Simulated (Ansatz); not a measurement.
A series at Ge: from germanium tetrachloride, ligands are replaced one by one, each step taking up H₂S and setting free HCl; n counts the steps. Ansatz, PBE0-D4/def2-TZVP geometries. Each molecule was computed in one conformer, which needn't be the lowest.

CBS adds triple-zeta CCSD(T) − MP2 to the MP2 limit, frozen cores; atoms without spin–orbit coupling. Outer-core shells of Ge are correlated without core-valence functions. Scalar relativity is left out up to krypton. Spin–orbit coupling is left out.

```json
{"n": "0", "molecule": "`[Cl][Ge]([Cl])([Cl])[Cl]`", "atomization energy, CCSD(T)/CBS (kJ/mol)": "1402.9"}
{"n": "1", "molecule": "`[SH][Ge]([Cl])([Cl])[Cl]`", "atomization energy, CCSD(T)/CBS (kJ/mol)": "1707.9"}
{"n": "2", "molecule": "`[SH][Ge]([SH])([Cl])[Cl]`", "atomization energy, CCSD(T)/CBS (kJ/mol)": "?"}
{"n": "3", "molecule": "`[SH][Ge]([SH])([SH])[Cl]`", "atomization energy, CCSD(T)/CBS (kJ/mol)": "2312.8"}
{"n": "4", "molecule": "`[SH][Ge]([SH])([SH])[SH]`", "atomization energy, CCSD(T)/CBS (kJ/mol)": "2611.4"}
```

Q: By hand: fit a straight line y = ȳ + b (n − n̄) to the 4 given rows and predict n = 2.

A: n̄ = 2.000, ȳ = 2008.75; Σ(n − n̄)(y − ȳ) = 3021.90, Σ(n − n̄)² = 10.000, so b = 302.19 kJ/mol a step. Prediction: 2008.75 + (302.19) × (0.000) = 2008.8 kJ/mol.

Q: By hand: compare with the computed value, 2010.7 kJ/mol, and give the steps along the whole series.

A: The line misses by 1.9 kJ/mol (computed minus predicted). Steps: 305.0, 302.8, 302.1, 298.6 kJ/mol.

The steps differ by at most 6.4 kJ/mol, 2.1 % of a mean step, so the ligands' effects nearly add and a line is close. The miss is 0.2 % of the series' range. The energies themselves are unsure by some kJ/mol a bond, though much of that is common to the series.
